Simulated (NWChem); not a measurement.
Species: C₃H₄F₂; SMILES FC1(F)CC1

```xyz
9

F      0.0000    -1.1077     0.9616
C      0.0000     0.0000     0.1824
F      0.0000     1.1077     0.9616
C     -0.7743     0.0000    -1.0788
C      0.7743     0.0000    -1.0788
H     -1.2765     0.9193    -1.3645
H     -1.2765    -0.9193    -1.3645
H      1.2765     0.9193    -1.3645
H      1.2765    -0.9193    -1.3645
```
Atoms are numbered in this order, from 1.

Results from NWChem. Geometry: optimised at B3LYP/6-31G* (spherical d).

Order these by “highest occupied level (eV)”, lowest first: B3LYP/def2-SVP; PW6B95/def2-SVP; CAM-B3LYP/def2-SVP; BLYP/def2-SVP.

CAM-B3LYP/def2-SVP (-9.71), PW6B95/def2-SVP (-8.43), B3LYP/def2-SVP (-8.01), BLYP/def2-SVP (-6.50)
